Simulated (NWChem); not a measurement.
System: HTeSBr; SMILES Br[Te]S

Output (shortened):

```
             Northwest Computational Chemistry Package (NWChem) 7.3.0
             --------------------------------------------------------

                             Geometry "geometry" -> ""
                             -------------------------

 Output coordinates in angstroms (scale by  1.889725989 to convert to a.u.)

  No.       Tag          Charge          X              Y              Z
 ---- ---------------- ---------- -------------- -------------- --------------
    1 Te                  52.0000     0.61152800    -0.58386300    -0.00174900
    2 Br                  35.0000    -0.21882200     1.80511900     0.01596600
    3 S                   16.0000    -1.41959500    -1.83042600     0.06103400
    4 H                    1.0000    -1.65030500    -1.86737000    -1.27294900

 Effective nuclear repulsion energy (a.u.)     663.0875380210

                                 NWChem DFT Module
                                 -----------------

 Summary of "ao basis" -> "ao basis" (spherical)
 ------------------------------------------------------------------------------
       Tag                 Description            Shells   Functions and Types
 ---------------- ------------------------------  ------  ---------------------
 Te                        def2-svpd                13       35   5s5p3d
 Br                        def2-svpd                15       41   6s5p4d
 S                         def2-svpd                11       27   5s4p2d
 H                         def2-svpd                 4        8   2s2p

            General Information
            -------------------
          SCF calculation type: DFT
          Wavefunction type:  closed shell.
          No. of atoms     :     4
          No. of electrons :    76
           Alpha electrons :    38
            Beta electrons :    38
          Charge           :     0
          Spin multiplicity:     1
          Use of symmetry is: off; symmetry adaption is: off
          Maximum number of iterations: 150
          AO basis - number of functions:   111
                     number of shells:    43
          Convergence on energy requested:  1.00D-06
          Convergence on density requested:  1.00D-05
          Convergence on gradient requested:  5.00D-04

              XC Information
              --------------
                         B3LYP Method XC Potential
                     Hartree-Fock (Exact) Exchange  0.200
                        Slater Exchange Functional  0.800 local
                    Becke 1988 Exchange Functional  0.720 non-local
              Lee-Yang-Parr Correlation Functional  0.810
                  VWN I RPA Correlation Functional  0.190 local

             Grid Information
             ----------------
          Grid used for XC integration:  medium
          Radial quadrature: Mura-Knowles
          Angular quadrature: Lebedev.
          Tag              B.-S. Rad. Rad. Pts. Rad. Cut. Ang. Pts.
          ---              ---------- --------- --------- ---------
          Te                  1.40      123          13.0       590
          Br                  1.15      112          14.0       590
          S                   1.00       88          14.0       590
          H                   0.35       45          13.0       434
          Grid pruning is: on
          Number of quadrature shells:   368
          Spatial weights used:  Erf1

      Superposition of Atomic Density Guess
      -------------------------------------

 Sum of atomic energies:       -3281.16089006

      Non-variational initial energy
      ------------------------------

 Total energy =   -3237.274941
 1-e energy   =   -5303.853650
 2-e energy   =    1713.093464
 HOMO         =      -0.220517
 LUMO         =      -0.077403

   convergence    iter        energy       DeltaE   RMS-Dens  Diis-err
 ---------------- ----- ----------------- --------- --------- ---------
 d= 0,ls=0.0,diis     1  -3240.6555504058 -3.59D+03  1.23D-02  4.35D-01
 d= 0,ls=0.0,diis     2  -3240.6453878796  1.02D-02  7.24D-03  3.85D-01
 d= 0,ls=0.0,diis     3  -3240.6970320386 -5.16D-02  2.53D-03  5.59D-02
 d= 0,ls=0.0,diis     4  -3240.7061279078 -9.10D-03  5.92D-04  3.68D-03
 d= 0,ls=0.0,diis     5  -3240.7067461690 -6.18D-04  8.74D-05  9.53D-05
  Resetting Diis
 d= 0,ls=0.0,diis     6  -3240.7067588144 -1.26D-05  3.10D-05  6.66D-06
 d= 0,ls=0.0,diis     7  -3240.7067597882 -9.74D-07  3.15D-05  1.62D-06
 d= 0,ls=0.0,diis     8  -3240.7067591878  6.00D-07  2.08D-05  4.82D-06
 d= 0,ls=0.0,diis     9  -3240.7067600707 -8.83D-07  1.07D-06  1.18D-08

         Total DFT energy =    -3240.706760070653
      One electron energy =    -5304.326916551848
           Coulomb energy =     1848.410770323680
    Exchange-Corr. energy =     -138.275858681743
 Nuclear repulsion energy =      353.485244839259

 Numeric. integr. density =       76.000002760517

                       DFT Final Molecular Orbital Analysis
                       ------------------------------------

 Vector   36  Occ=2.000000D+00  E=-3.031988D-01
              MO Center= -3.6D-01,  9.3D-01,  1.9D-02, r^2= 4.1D+00
   Bfn.  Coefficient  Atom+Function         Bfn.  Coefficient  Atom+Function
  ----- ------------  ---------------      ----- ------------  ---------------
    51      0.499265  2 Br px                48      0.469167  2 Br px
    45     -0.307819  2 Br px                88      0.271218  3 S  px
    85      0.200951  3 S  px                 3     -0.149881  1 Te s
    12     -0.149554  1 Te px                 4     -0.145590  1 Te s
    82      0.113135  3 S  px                42      0.099958  2 Br px

 Vector   37  Occ=2.000000D+00  E=-2.891382D-01
              MO Center= -1.1D+00, -1.0D+00,  1.5D-02, r^2= 4.2D+00
   Bfn.  Coefficient  Atom+Function         Bfn.  Coefficient  Atom+Function
  ----- ------------  ---------------      ----- ------------  ---------------
    89      0.460417  3 S  py                86      0.356875  3 S  py
    88     -0.274835  3 S  px                52      0.253249  2 Br py
    49      0.232609  2 Br py                85     -0.208933  3 S  px
    83      0.198880  3 S  py                46     -0.152034  2 Br py
    51      0.140105  2 Br px                48      0.136190  2 Br px

 Vector   38  Occ=2.000000D+00  E=-2.374575D-01
              MO Center=  3.5D-01, -2.0D-01, -9.8D-03, r^2= 3.7D+00
   Bfn.  Coefficient  Atom+Function         Bfn.  Coefficient  Atom+Function
  ----- ------------  ---------------      ----- ------------  ---------------
    14      0.568583  1 Te pz                17      0.463308  1 Te pz
    53     -0.293771  2 Br pz                50     -0.267055  2 Br pz
    11     -0.215538  1 Te pz                47      0.172024  2 Br pz
     8     -0.167825  1 Te pz               104      0.112182  4 H  s
    80     -0.078528  3 S  s                105      0.073325  4 H  s

 Vector   39  Occ=0.000000D+00  E=-1.133856D-01
              MO Center=  2.0D-01, -1.7D-02,  2.2D-03, r^2= 5.2D+00
   Bfn.  Coefficient  Atom+Function         Bfn.  Coefficient  Atom+Function
  ----- ------------  ---------------      ----- ------------  ---------------
    52      0.420203  2 Br py                13      0.414109  1 Te py
    16      0.393569  1 Te py                49      0.314691  2 Br py
    15     -0.310806  1 Te px                 3      0.301703  1 Te s
    12     -0.294951  1 Te px                89     -0.231385  3 S  py
    46     -0.201788  2 Br py                39     -0.196417  2 Br s

 Vector   40  Occ=0.000000D+00  E=-8.766511D-02
              MO Center= -7.4D-03, -8.9D-01, -2.1D-02, r^2= 5.4D+00
   Bfn.  Coefficient  Atom+Function         Bfn.  Coefficient  Atom+Function
  ----- ------------  ---------------      ----- ------------  ---------------
    15      0.425939  1 Te px                88      0.418292  3 S  px
    12      0.360864  1 Te px                16      0.355884  1 Te py
    13      0.328204  1 Te py                80      0.252544  3 S  s
    85      0.253096  3 S  px                79      0.219920  3 S  s
    89      0.202328  3 S  py                 3     -0.200987  1 Te s

 Vector   41  Occ=0.000000D+00  E=-1.764179D-02
              MO Center= -1.1D+00, -1.5D+00, -7.7D-01, r^2= 6.9D+00
   Bfn.  Coefficient  Atom+Function         Bfn.  Coefficient  Atom+Function
  ----- ------------  ---------------      ----- ------------  ---------------
     5      1.398808  1 Te s                  4     -0.403845  1 Te s
    18     -0.287965  1 Te px                91     -0.248501  3 S  px
    79     -0.241302  3 S  s                111     -0.240139  4 H  pz
    90      0.231014  3 S  pz               104      0.208976  4 H  s
    87      0.202524  3 S  pz               101      0.189785  3 S  d  0

     Multipole analysis of the density
     ---------------------------------

     L   x y z        total         alpha         beta         nuclear
     -   - - -        -----         -----         ----         -------
     0   0 0 0      0.000000    -38.000000    -38.000000     76.000000

     1   1 0 0      0.233708     16.506375     16.506375    -32.779041
     1   0 1 0     -0.603583    -17.320916    -17.320916     34.038249
     1   0 0 1     -0.317813     -0.367182     -0.367182      0.416550

     2   2 0 0    -41.830921   -102.368954   -102.368954    162.906987
     2   1 1 0      0.187221    -39.657675    -39.657675     79.502571
     2   1 0 1      1.294892     -0.364072     -0.364072      2.023035
     2   0 2 0    -43.767045   -342.068426   -342.068426    640.369807
     2   0 1 1      1.243878     -2.275626     -2.275626      5.795130
     2   0 0 2    -44.083564    -25.057540    -25.057540      6.031517

 *** CALLING NEW AORESP DRIVER FOR CLOSED AND OPEN SHELLS ***
 Entering AOResponse driver routine

--------------------------------------------------------------------------------

          -----------------------------------------------
          Solving response equations for perturbing field
          -----------------------------------------------

 number of frequencies:     1
 frequency in a.u.:  0.0000000E+00
 Perturbing field: electric
 Using El. Dipole Length Gauge

 Setting up CPKS with frequency omega =      0.00000000 a.u.

 STATIC response

                                NWChem CPHF Module
                                ------------------

  scftype          =     RHF
  nclosed          =       38
  nopen            =        0
  variables        =     2774
  # of vectors     =        3
  tolerance        = 0.10D-03
  level shift      = 0.00D+00
  max iterations   =       50
  max subspace     =       30

 SCF residual:    2.4518476597021703E-005

Iterative solution of linear equations
  No. of variables     2774
  No. of equations        3
  Maximum subspace       30
        Iterations       50
       Convergence  1.0D-04

   iter   nsub   residual    time
   ----  ------  --------  ---------
     1      3    8.74D+00      95.7
     2      6    1.88D+00     126.7
     3      9    6.88D-01     161.0
     4     12    7.27D-02     194.3
     5     15    9.42D-03     227.2
     6     18    3.34D-03     255.6
     7     21    4.54D-04     294.4
     8     24    1.31D-04     337.6
     9     27    4.10D-05     370.1

 Electric Dipole Response Matrix (nonzero elements):

              1        2        3
    1   85.7814  10.0231   0.9275
    2   10.0231 114.7618   1.2263
    3    0.9275   1.2263  66.7955

 ------------------------------------------
 average:        89.11291 + I       0.00000

 DFT Linear Response polarizability / au
 Frequency  =       0.0000000 / au
              X              Y              Z
 -----------------------------------------------
 X      85.7813704     10.0230824      0.9274785
 Y      10.0230878    114.7618301      1.2263122
 Z       0.9274743      1.2263111     66.7955192
 -----------------------------------------------
 Eigenvalues =      82.6695728    117.9315444     66.7376025
 Isotropic   =      89.1129065
 Anisotropic =      45.3765028
 -----------------------------------------------

 Magnetic Dipole Response Matrix (nonzero elements):

 Exiting AOResponse driver routine
```

Level: B3LYP/def2-SVPD with def2 effective core potentials on Te. Structure relaxed at the PBE0/def2-SVP level. def2 effective core potentials on Te; no spin-orbit coupling.

Q: Reconstruct the input file.

A: This is not unique; one that fits is the input that was run:
```
start job
memory heap 200 mb stack 900 mb global 1100 mb
geometry units angstroms noautosym nocenter noautoz
  Te     0.611528    -0.583863    -0.001749
  Br    -0.218822     1.805119     0.015966
  S     -1.419595    -1.830426     0.061034
  H     -1.650305    -1.867370    -1.272949
end
basis spherical
  Te library def2-svpd
  Br library def2-svpd
  S library def2-svpd
  H library def2-svpd
end
ecp
  Te library def2-ecp
end
dft
  xc b3lyp
  iterations 150
end
property
  response 1 0.0
end
task dft property
```
